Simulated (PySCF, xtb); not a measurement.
Ti(OH)4 (H4O4Ti), SMILES [OH][Ti]([OH])([OH])[OH], multiplicity 1.

GFN2-xTB (xtb 6.7.1) at its own geometry gives an orbital gap of 4.82 eV and a dipole moment of 0.06 D.

The structure is a stationary point at PBE-D3(BJ)/def2-SVP. The spin state was assumed, not searched. The isomer is the one that the SMILES or the coordinates give; other isomers of the formula were not compared. Other conformers were not sampled.

**Question.** What does PySCF with PBE/def2-TZVP give? (An estimate is asked for; the answer gives what the named calculation found.)

**Answer.** gap 5.09 eV (levels -7.33 and -2.24 eV), dipole 0.00 D.
